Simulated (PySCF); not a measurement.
HgBr, SMILES [Br][Hg+], charge +1. The structure is a stationary point at PBE-D3(BJ)/def2-TZVP. The multiplicity is an assumed one; other spin states were not compared. The def2 effective core potentials stand for the cores of Hg; spin–orbit coupling is left out.

The numbers are results of PySCF with PBE-D3(BJ)/def2-TZVP, not measurements.

Harmonic wavenumbers (cm⁻¹): 237. Rotational constants (GHz): 1.538 (linear); symmetry number 1.

Q: Work out the zero-point energy and the ideal-gas rigid-rotor harmonic-oscillator thermochemistry at 298.15 K and 1 atm.

A: ZPE = ½ Σ hcν = ½ × 237 cm⁻¹ = 1.42 kJ/mol. H − E(el) = 11.42 kJ/mol. Entropy in J/(mol K): translation 179.04, rotation 77.35, vibration 7.64, total 264.03. G − E(el) = -67.30 kJ/mol. Cp = 36.57 J/(mol K).
